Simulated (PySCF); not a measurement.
**Electron correlation in Be⁺ (beryllium, charge +1)**

[He] 2s1, 2S determinant. All numbers are calculated (PySCF 2.14, the spin-free X2C one-electron Hamiltonian (Gaussian nucleus), in aug-cc-pCVQZ-DK). Frozen: nothing; 3 electrons correlated.

MP2 pair energies summed by pair of shells (mhartree):

| pair | energy | share (%) |
| --- | --- | --- |
| 1s-1s | -39.02 | 91.7 |
| 1s-2s | -3.55 | 8.3 |

Total MP2 correlation energy: -42.57 mhartree.

Same-spin part -0.91 and opposite-spin part -41.66 mhartree; SCS-MP2 scales them by 1/3 and 6/5 to -50.30 mhartree.
